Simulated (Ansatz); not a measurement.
C6H10O can be A, `O=C1CCCCC1`, or B, `CC(=O)C=C(C)C`.

Gas-phase electronic energies from Ansatz, PBE0-D4/def2-TZVP geometries. CCSD(T)/CBS adds triple-zeta CCSD(T) − MP2 to the extrapolated MP2 energy (def2 sets, frozen cores). Functionals use def2-TZVPP. B3LYP here is the variant with VWN-RPA as its local correlation; programs differ in this. Each species was taken in one conformer, which may not be the lowest.

Which isomer does CCSD(T)/CBS put lower? Give the gap. (An estimate is asked.)

Computed: A, by 61.7 kJ/mol.

Give E(B) − E(A) in kJ/mol with B3LYP, r2SCAN-D4, ωB97M-V, B2PLYP, PBE-D4, CCSD(T)/def2-TZVPP, MP2/def2-TZVPP. (Best estimate.)

Computed: B3LYP 35.2, r2SCAN-D4 50.2, ωB97M-V 62.1, B2PLYP 46.4, PBE-D4 49.5, CCSD(T)/def2-TZVPP 61.4, MP2/def2-TZVPP 67.0. None reverses the order clearly.

Largest T1 diagnostic: 0.014.

The D4 term adds +6.5 kJ/mol with B3LYP and +3.3 kJ/mol with PBE0; it sums over pairs of atoms, weighted by their polarisabilities, and B3LYP, whose exchange is more repulsive, gets the larger term. From PBE to PBE0 (25 % exact exchange), in def2-TZVPP and without D4, E(B) − E(A) moves by +17.0 kJ/mol.
